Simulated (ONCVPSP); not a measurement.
**Before and after: ONCV potential for silicon**

Si, optimised norm-conserving Vanderbilt (ONCV), made with ONCVPSP 4.0.1 (PBEsol, non-relativistic). Core [Ne], reference 3s2 3p1 (charge +1). Waves: 3s: rc 1.75 bohr, ncon 4, nbas 8, qcut 3.3 1/bohr, 2 projectors, debl 2.5 Ha; 3p: rc 2.10 bohr, ncon 4, nbas 7, qcut 4.4 1/bohr, 2 projectors, debl 3.2 Ha; d scattering state at 0.08 Ha: rc 1.80 bohr, ncon 4, nbas 7, qcut 5.5 1/bohr, 2 projectors, debl 1 Ha. Local part: polynomial inside 1.35 bohr (lpopt 5, dvloc0 4 Ha). Core correction: Teter function, fcfact 3, rcfact 1.75.

All-electron outer shells of the reference configuration (PBEsol, non-relativistic, ld1.x):

| shell | level (eV) | outermost node (bohr) | outermost maximum (bohr) |
| --- | --- | --- | --- |
| 2s | -147.97 | 0.15 | 0.45 |
| 2p | -104.97 | – | 0.39 |
| 3s | -18.94 | 0.72 | 1.75 |
| 3p | -11.64 | 0.71 | 2.04 |

Change: s: nproj 0; local potential the s channel.

Cutoffs: the cutoffs (Ha) at which the residual kinetic energy of the hardest occupied pseudo-wave falls to 1 and 0.1 mHa per electron; they do not see the model core or the augmentation charge, which bear on the density cutoff. Errors are all-electron minus pseudo energies relative to the spin-unpolarised reference configuration.

Problem. Predict the effect on cutoff, ghosts and configuration errors.

Solution. The potential gets neither clearly harder nor softer (16 Ha and 51 Ha → 16 Ha and 51 Ha); of the 4 tests that both files solve, the error grows in 1 and shrinks in 1 by more than 15 % and 0.3 meV (median size 11.7 → 10.1 meV); the range in which the s phases agree narrows (upper end 3.7 → 1.4); neither file shows a bound ghost.

```tsv
quantity	base	changed
cutoff, loose	16 Ha	16 Ha
cutoff, tight	51 Ha	51 Ha
bound ghosts	none	none
GHOST(+) flags under 300 eV	s at 164.3 eV	none
error for 3s2 3p2, meV [ΔE -7.72 eV]	-0.1	+0.8
error for 3s2 3p0, meV [ΔE 15.98 eV]	-14	-11
error for 3s1 3p0, meV [ΔE 49.81 eV]	-200	-187
error for 3s1 3p2, meV [ΔE 7.35 eV]	-8.9	-8.7
s: phases at 1.78 bohr within 0.05 rad from the reference energy up to (Ha; the scan ends near 5)	3.7	1.4
p: phases at 2.13 bohr within 0.05 rad from the reference energy up to (Ha; the scan ends near 5)	to the end of the scan	to the end of the scan
d: phases at 1.83 bohr within 0.05 rad from the reference energy up to (Ha; the scan ends near 5)	3.9	3.7
rms error of d²Exc/dni dnj with the model core, mHa	4.35	4.35
```
